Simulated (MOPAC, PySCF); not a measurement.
H7NSi2, SMILES `[SiH3]N[SiH3]`, neutral singlet in the gas phase. 

Cartesian coordinates (Å):
SMILES: [SiH3]N[SiH3]
```xyz
10

Si     1.5304     0.1840    -0.0691
N     -0.0851     0.3578     0.5121
Si    -1.5434    -0.3164    -0.1177
H      1.5172    -0.8787    -1.1044
H      2.4537    -0.1970     1.0343
H      2.0600     1.4397    -0.6711
H     -0.1998     0.9866     1.2953
H     -2.3315    -0.9765     0.9586
H     -2.4252     0.7096    -0.7416
H     -1.1620    -1.3145    -1.1471
```
Charge 0, spin multiplicity 1.

All levels are single points at this geometry (PBE0-D4/def2-TZVP); Pople sets use spherical d functions. Orbital energies aren't observables, and empty levels follow the basis.

| level | HOMO (eV) | LUMO (eV) | gap (eV) | dipole (D) | vertical IE, Delta-SCF (eV) |
|---|---|---|---|---|---|
| PBE-D3(BJ)/def2-TZVP in PySCF | -6.19 | -0.90 | 5.28 | 0.95 | 9.23 |
| PBE0-D4/def2-TZVP in PySCF | -7.52 | -0.06 | 7.45 | 0.95 | 9.53 |
| B3LYP/3-21G in PySCF | -6.67 | 0.65 | 7.32 | 0.87 | – |
| B3LYP/6-311+G** in PySCF | -7.25 | -0.56 | 6.69 | 0.80 | – |
| B3LYP/6-31G* in PySCF | -7.02 | 0.21 | 7.24 | 0.93 | 9.36 |
| B3LYP/LANL2DZ in PySCF | -6.80 | 0.36 | 7.16 | 0.68 | – |
| BP86/6-31G* in PySCF | -6.03 | -0.48 | 5.55 | 0.94 | – |
| M06-2X/6-31G* in PySCF | -8.56 | 1.19 | 9.75 | 0.91 | – |
| PBE/6-31G* in PySCF | -5.91 | -0.47 | 5.44 | 0.93 | 9.09 |
| SVWN5/6-31G* in PySCF | -5.96 | -0.67 | 5.28 | 0.93 | 9.15 |
| HF/6-31G* in PySCF | -10.65 | 3.56 | 14.21 | 0.96 | 8.66 |
| PM6 in MOPAC | -10.23 | -0.04 | 10.20 | 1.23 | – |
| PM7 in MOPAC | -9.61 | 0.75 | 10.35 | 0.43 | – |
